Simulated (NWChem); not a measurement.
Molecule: InH₃S₃; SMILES [SH][In]([SH])[SH]

```xyz
7

In     0.0148     0.0042     0.0001
S      2.1431    -1.0976     0.0001
H      1.5856    -2.3292    -0.0038
S     -1.9973    -1.3137     0.0002
H     -2.8091    -0.2333    -0.0065
S     -0.0286     2.4046    -0.0002
H     -1.3788     2.4635     0.0057
```
Atoms are numbered in this order, from 1.

Results from NWChem. Coordinates come from a PBE0/def2-SVP optimisation. No frequency run checked for a minimum. def2 effective core potentials on In; no spin-orbit coupling. B3LYP is NWChem's, with the RPA form of VWN correlation. Ions are spin-unrestricted doublets at the neutral geometry; other ion states weren't tried.

For level B3LYP/def2-SVP:

- −ε(HOMO) (eV) = 7.09

Q: What are these values for level PBE/def2-SVP?

A: 
| Item | Value |
|---|---|
| −ε(HOMO) (eV) | 6.16 |
